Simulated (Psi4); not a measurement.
methane (CH4), singlet, geometry from GFN2-xTB. Base run: CAM-B3LYP/pcseg-1 (Psi4).

Psi4 was given this input:
```
memory 2 GB

molecule mol {
0 1
C     0.000000    0.000000    0.000000
H     0.636597    0.627096    0.610389
H    -0.628026   -0.606917    0.638995
H     0.612857   -0.642402   -0.618713
H    -0.621428    0.622223   -0.630670
}

set {
  basis pcseg-1
  reference rks
}

energy('cam-b3lyp')
print_variables()
```

The base run was repeated with changes; each row names its change, and settings that it needs were set with it.

```json
[
 {"change": "base", "ΔE vs base (µEh)": "0.0", "SCF cycles": "6", "grid points": "109619", "basis functions": "34"},
 {"change": "basis_guess = sto-3g", "ΔE vs base (µEh)": "0.0", "SCF cycles": "5", "grid points": "109619", "basis functions": "34"},
 {"change": "dft_radial_points = 99", "ΔE vs base (µEh)": "0.0", "SCF cycles": "6", "grid points": "143813", "basis functions": "34"},
 {"change": "dft_nuclear_scheme = becke", "ΔE vs base (µEh)": "0.2", "SCF cycles": "6", "grid points": "109077", "basis functions": "34"},
 {"change": "scf_type = disk_df", "ΔE vs base (µEh)": "0.0", "SCF cycles": "6", "grid points": "109619", "basis functions": "34"},
 {"change": "d_convergence = 1e-10", "ΔE vs base (µEh)": "0.0", "SCF cycles": "9", "grid points": "109619", "basis functions": "34"},
 {"change": "diis_max_vecs = 15", "ΔE vs base (µEh)": "0.0", "SCF cycles": "6", "grid points": "109619", "basis functions": "34"},
 {"change": "guess = core", "ΔE vs base (µEh)": "0.0", "SCF cycles": "8", "grid points": "109619", "basis functions": "34"},
 {"change": "dft_nuclear_scheme = stratmann", "ΔE vs base (µEh)": "-0.3", "SCF cycles": "6", "grid points": "101865", "basis functions": "34"},
 {"change": "d_convergence = 1e-4", "ΔE vs base (µEh)": "0.0", "SCF cycles": "6", "grid points": "109619", "basis functions": "34"},
 {"change": "e_convergence = 1e-4", "ΔE vs base (µEh)": "0.0", "SCF cycles": "6", "grid points": "109619", "basis functions": "34"},
 {"change": "e_convergence = 1e-10", "ΔE vs base (µEh)": "0.0", "SCF cycles": "7", "grid points": "109619", "basis functions": "34"},
 {"change": "dft_radial_scheme = mura", "ΔE vs base (µEh)": "0.0", "SCF cycles": "6", "grid points": "110223", "basis functions": "34"}
]
```
